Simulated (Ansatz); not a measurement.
Reaction (formal exchange of groups at the Se–Al bond): `[CH3][Al]([OH])[SeH]` + `O=[CH][GeH3]` → `O=[CH][GeH2][SeH]` + `[CH3][AlH][OH]`

Isolated molecules relaxed with PBE0-D4/def2-TZVP in Ansatz; ΔE leaves out vibrations. CBS: MP2 limit from def2 TZ/QZ plus the TZ coupled-cluster correction, frozen cores. Functionals use def2-TZVPP. B3LYP here is the variant with VWN-RPA as its local correlation; programs differ in this. For Ge, Se outer-core shells are correlated without core-valence functions, which leaves a few kJ/mol of doubt a bond. Scalar relativity is left out up to krypton. One conformer a species, not always the lowest.

```
             level  ΔE (kJ/mol)  difference from CCSD(T)/CBS
            PBE-D4         59.3                         -6.1
         r2SCAN-D4         64.6                         -0.8
           ωB97M-V         62.3                         -3.1
               PBE         59.8                         -5.6
             B3LYP         59.9                         -5.5
    MP2/def2-TZVPP         63.2                         -2.2
     HF/def2-QZVPP         63.7                         -1.7
SCS-MP2/def2-QZVPP         62.9                         -2.5
     MP2/CBS(def2)         64.7                         -0.7
    CCSD/CBS(def2)         65.8                          0.4
       CCSD(T)/CBS         65.4                            0
```

Largest T1 diagnostic among the species: 0.014.
